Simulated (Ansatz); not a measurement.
Task: Name a neutral molecule of C, In, N, Si, Te and H with HOMO energy (ωB97M-V/def2-TZVPP) between -8.55 and -8.25 eV and zero-point energy (PBE0-D4/def2-TZVP) between 213 and 229 kJ/mol (Ansatz, PBE0-D4/def2-TZVP geometry).

Result: `[CH3][In]([NH2])[SiH2][TeH]` (-8.30 eV, 221.7 kJ/mol). Other molecules can fit too; these were computed, each in one conformer that needn't be the lowest.
